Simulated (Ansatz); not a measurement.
Basis-set series for `FC[C@@H](F)[C@H](F)CF`. Total charge 0; spin multiplicity 1. The structure was optimised at the PBE0-D4/def2-TZVP level. It is one conformer, not always the lowest.

```tsv
functional	basis	functions	energy (Eh)	HOMO (eV)	LUMO (eV)
PBE0-D4	def2-SVP	142	-554.40710	-9.30	1.28
PBE0-D4	def2-QZVPP	636	-555.09949	-9.53	0.42
ωB97M-V	def2-SVP	142	-554.78101	-11.68	3.01
ωB97M-V	def2-QZVPP	636	-555.49078	-11.93	1.64
```

(1) Give the rows for def2-TZVPP. (An estimate is asked.)

## Answers

(1) The calculation gave: 
| functional | basis | functions | energy (Eh) | HOMO (eV) | LUMO (eV) |
| --- | --- | --- | --- | --- | --- |
| PBE0-D4 | def2-TZVPP | 332 | -555.07058 | -9.48 | 0.83 |
| ωB97M-V | def2-TZVPP | 332 | -555.46311 | -11.87 | 2.33 |

Positive LUMOs are unbound and depend on the basis.

All numbers were calculated with Ansatz.
